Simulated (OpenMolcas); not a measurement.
Ar IV: Slater's ratio, worked from levels

```
Program             : OpenMolcas
Basis               : ANO-RCC-VQZP [6s5p3d2f1g]
Scalar Hamiltonian  : DKH2, point nucleus
Active space        : 5 electrons in 4 orbitals (3s 3p)
State averaging     : 2S+1 = 4 odd, 1 root; 2S+1 = 2 odd, 8 roots; 2S+1 = 4 even, 3 roots; 2S+1 = 2 even, 9 roots
Spin-orbit coupling : state interaction with AMFI integrals over the reference wave functions, term energies averaged over their components
```

Methods: CASSCF; SS-CASPT2, IPEA 0.25 Eh, imaginary shift 0.1 Eh (closed shells correlated: 2s 2p). Measured levels: Saloman, J. Phys. Chem. Ref. Data 39, 033101 (2010).

**Slater's ratio.** With one set of orbitals, p3 has 2D* - 4S* = 9 F2 and 2P* - 2D* = 6 F2 (F2 = F²/25), a ratio of 2/3. Term energies are centres of gravity, weighted by 2J + 1.

```
   Source  2D* - 4S*  2P* - 4S*  F2 from the first  Ratio
   CASSCF      26090      36440               2899  0.397
SS-CASPT2      21567      35142               2396  0.629
 measured      21168      34973               2352  0.652
```

Energies in cm-1. A ratio away from 2/3 shows effects beyond one configuration with one set of orbitals, and in heavier atoms second-order spin-orbit shifts. In CASSCF the valence s occupation is 1.95 in 2P* against 2.00 in 2D*: mixing out of s² acts most on 2P* and pulls it down.

CASPT2 does not keep the components of a term degenerate, so their means are used; among the terms shown or strongly mixed into the levels shown the widest spread is 240 cm-1 (3s2 3p3 2D*, SS-CASPT2). Over all roots computed the reference weight is 0.89 to 0.96 in SS-CASPT2; the roots of lowest weight are the least certain, and an intruder state may touch them. Measured partners are found by configuration, term and J. A level has none where our copy of the source lacks it or the pairing is in doubt (some pairs that miss far off the trend of their configuration count as doubtful), and it then counts in no deviation. Levels of configurations outside the active space are missing.

* marks odd parity.
